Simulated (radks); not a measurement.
Problem. These are the eigenvalues of the occupied orbitals of an atom or ion with whole-number occupations (eV). Method: Dirac Kohn-Sham, PBEsol, spin-unpolarised, spherical densities, finite nucleus; Fermi nuclear charge, rms radius of each element as measured or else 0.836 A^(1/3) + 0.57 fm; computed with a radial shooting solver on a logarithmic mesh with Libxc functionals.

| orbital | eigenvalue |
|---|---|
| 1s1/2 | -46636.63 |
| 2s1/2 | -7643.767 |
| 2p1/2 | -7248.049 |
| 2p3/2 | -6645.649 |
| 3s1/2 | -1699.341 |
| 3p1/2 | -1528.861 |
| 3p3/2 | -1406.926 |
| 3d3/2 | -1110.782 |
| 3d5/2 | -1084.294 |
| 4s1/2 | -362.4877 |
| 4p1/2 | -297.0732 |
| 4p3/2 | -270.1387 |
| 4d3/2 | -162.3424 |
| 4d5/2 | -157.5104 |
| 5s1/2 | -70.9776 |
| 5p1/2 | -52.7280 |
| 5p3/2 | -48.7832 |
| 4f5/2 | -32.6155 |

Which element is it, and in what charge state? The configuration may be excited. Open shells, if any, fill j = l - 1/2 first.

Solution. Z = 62, samarium, charge +3: Sm3+ in [Xe] 4f5. The list shows which subshells hold electrons but not how many an open one holds; the 1s level, -1713.9 hartree, gives Z - s = 58.5 by -(Z - s)^2/2, which with screening and relativity narrows Z to a few neighbours, and the depths of the outer levels then fix element, charge and occupations together.
